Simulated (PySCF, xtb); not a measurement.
CH8FNSi2, SMILES F[Si@H](N)[SiH2]C.

GFN2-xTB (xtb) at its own geometry gives an orbital gap of 4.58 eV and a dipole moment of 1.99 D.

Geometry optimised at B3LYP-D3(BJ)/def2-SVP. The structure was generated by enumeration; whether it is a known compound was not checked. The values are those of a single conformer.

**Question.** What does PBE/def2-TZVP run with PySCF give? (Estimate from the structure and the level; the computed values follow.)

**Answer.** gap 5.68 eV (levels -6.52 and -0.84 eV), dipole 2.33 D.
